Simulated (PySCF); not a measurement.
Si(F)2(OH)(NH2) (F₂H₃NOSi), SMILES N[Si](O)(F)F. The structure is a stationary point at r2SCAN-D4/def2-SVP. Other conformers were not sampled.

### Question
Give the equilibrium geometry at r2SCAN-D4/def2-SVP (PySCF confirms it by a frequency run) as Cartesian coordinates in Å. (Estimate from the structure and the level; the computed values follow.)

### Answer
One answer among several that fit: 
```xyz
8

N      1.6887     0.0433     0.0090
Si     0.0064     0.0080     0.0055
O     -0.5601     1.5415    -0.0914
F     -0.4782    -0.7763     1.3278
F     -0.6863    -0.8273    -1.1972
H      2.2259     0.7153    -0.5243
H      2.2555    -0.6806     0.4326
H     -1.4307     1.6514    -0.4912
```
Charge 0, spin multiplicity 1.
